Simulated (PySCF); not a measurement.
Correlation energy of Tc²⁺ (technetium, charge +2)

[Kr] 4d4 5p1, one real determinant (an excited configuration). Computed with PySCF 2.14 in aug-cc-pwCVDZ-PP with ECP28MDF (6s6p5d3f, 70 functions), with scalar relativity through the core potential. Frozen: 4s2 4p6; 5 electrons correlated.

| level | correlation energy (mhartree) |
| --- | --- |
| CCSD | -54.56 |
| (T) | -0.52 |
| CCSD(T) | -55.08 |

Diagnostics: T1 = 0.0058, D1 = 0.0179, largest double amplitude 0.059.

The real determinant used has ⟨L²⟩ near 8 against 12 for a pure F term, so it mixes terms.

Cost of the coupled-cluster step: roughly 9 core-seconds, for 5 correlated electrons.

The reference is one real determinant that mixes LS terms of this configuration.
